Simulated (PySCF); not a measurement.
C₆H₈O₂Si.
Atom-mapped SMILES: `[OH:1][c:2]1[cH:3][cH:4][c:5]([O:6][SiH3:7])[cH:8][cH:9]1` (hydrogens: H10 on O1; H11 on C3; H12 on C4; H13, H14, H15 on Si7; H16 on C8; H17 on C9)

Vertical excitations from PySCF (density fitting, frozen core in the response, grid level 2 and gas phase unless stated; continuum runs use non-equilibrium linear response for the excitations) on a GFN2-xTB geometry. Reference run:

```csv
settings,"S1, eV (f)","S2, eV (f)","S3, eV (f)","S4, eV (f)","S5, eV (f)","S6, eV (f)","T1, eV (Tamm–Dancoff)",mean α (au)
"PBE0/def2-SVPD, full TDDFT, 6 singlets",4.79 (0.050),5.41 (0.000),5.58 (0.000),5.76 (0.171),6.05 (0.002),6.37 (0.003),3.76,103.2
```

Question: What do these settings give: (1) LC-wPBE/pcSseg-0, grid level 1, TDA, 3 singlets; (2) OLYP/def2-SVPD, IEF-PCM chloroform, grid level 3, TDA, 1 singlet; (3) KT2/def2-SVP, energy threshold 1e-07 Eh, full TDDFT, 12 singlets?

Answer: 
```tsv
settings	S1, eV (f)	S2, eV (f)	S3, eV (f)	S4, eV (f)	S5, eV (f)	S6, eV (f)	T1, eV (Tamm–Dancoff)	mean α (au)
LC-wPBE/pcSseg-0, grid level 1, TDA, 3 singlets	5.35 (0.081)	6.56 (0.295)	7.01 (0.001)	–	–	–	3.94	82.4
OLYP/def2-SVPD, IEF-PCM chloroform, grid level 3, TDA, 1 singlet	4.57 (0.067)	–	–	–	–	–	–	131.7
KT2/def2-SVP, energy threshold 1e-07 Eh, full TDDFT, 12 singlets	4.56 (0.048)	4.61 (0.000)	5.59 (0.227)	5.66 (0.000)	5.84 (0.000)	6.00 (0.000)	–	93.6
```

(1) S1 moves by +0.56 eV; functional, basis and response scheme change together, so the shift can't be laid on one. (2) S1 moves by -0.22 eV; functional, environment and response scheme change together, so the shift can't be laid on one. (3) S1 moves by -0.23 eV; functional and basis change together, so the shift can't be laid on one. States are counted by energy in each run and needn't keep their character from row to row.

KT2 was designed for NMR shieldings or shifts; total energies of different functionals aren't comparable.

Question: Give the leading configurations of S1 (H = HOMO, L = LUMO) and the HOMO–LUMO gap of each run.

Answer: 
```json
{"settings": "PBE0/def2-SVPD, full TDDFT, 6 singlets", "S1 configurations (weight)": "H→L 0.90, H−1→L+2 0.09", "S1 (eV)": "4.79", "orbital gap (eV)": "5.72", "S1 − gap (eV)": "-0.93"}
{"settings": "LC-wPBE/pcSseg-0, grid level 1, TDA, 3 singlets", "S1 configurations (weight)": "H→L 0.80, H−1→L+1 0.18", "S1 (eV)": "5.35", "orbital gap (eV)": "10.37", "S1 − gap (eV)": "-5.02"}
{"settings": "OLYP/def2-SVPD, IEF-PCM chloroform, grid level 3, TDA, 1 singlet", "S1 configurations (weight)": "H→L 0.85, H−1→L+1 0.12", "S1 (eV)": "4.57", "orbital gap (eV)": "3.90", "S1 − gap (eV)": "+0.67"}
{"settings": "KT2/def2-SVP, energy threshold 1e-07 Eh, full TDDFT, 12 singlets", "S1 configurations (weight)": "H→L 0.90, H−1→L+2 0.09", "S1 (eV)": "4.56", "orbital gap (eV)": "3.93", "S1 − gap (eV)": "+0.63"}
```

One conformer (not necessarily the lowest) at the GFN2-xTB geometry, without vibrations or thermal averaging.

Conformer computed: `[OH:1][c:2]1[cH:3][cH:4][c:5]([O:6][SiH3:7])[cH:8][cH:9]1`: C4–C5–O6–Si7 180°, H–O1–C2–C3 0°.
